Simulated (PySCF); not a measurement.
PySCF 2.14 output of an unrestricted TPSSh calculation on a single atom or ion in aug-cc-pVTZ-X2C (7s6p4d2f, 59 functions), with the spin-free X2C one-electron Hamiltonian (Gaussian nucleus):

```
SCF conv_tol = 1e-09
number electrons alpha = 10  beta = 10
    V. N. Staroverov, G. E. Scuseria, J. Tao, and J. P. Perdew.,  J. Chem. Phys. 119, 12129 (2003)
cycle= 1 E= -602.25966941372  delta_E= -0.00143  |g|= 0.00518  |ddm|= 1.03
cycle= 2 E= -602.259727255196  delta_E= -5.78e-05  |g|= 0.002  |ddm|= 0.146
cycle= 3 E= -602.259733022076  delta_E= -5.77e-06  |g|= 0.000219  |ddm|= 0.0362
cycle= 4 E= -602.259733351094  delta_E= -3.29e-07  |g|= 1.96e-05  |ddm|= 0.0212
cycle= 5 E= -602.259733354482  delta_E= -3.39e-09  |g|= 2.14e-06  |ddm|= 0.0023
cycle= 6 E= -602.259733354496  delta_E= -1.36e-11  |g|= 5.81e-08  |ddm|= 0.000129
converged SCF energy = -602.259733354496  <S^2> = -2.4868996e-14  2S+1 = 1
```

The run itself started from symmetry-adapted Hartree-Fock orbitals and held the occupation by maximum overlap, on a logarithmic radial grid, so the iterations belong to that start.

**Question.** Which element, charge and spin multiplicity is this?

**Answer.** K⁻ (potassium, charge -1), multiplicity 1; the state was [Ar] 4s2, closed-shell 1S.

At TPSSh the highest occupied level has a positive energy, so only the finite basis holds that electron; in a semilocal or global hybrid functional this comes from self-interaction and does not mean that the real anion is unbound.
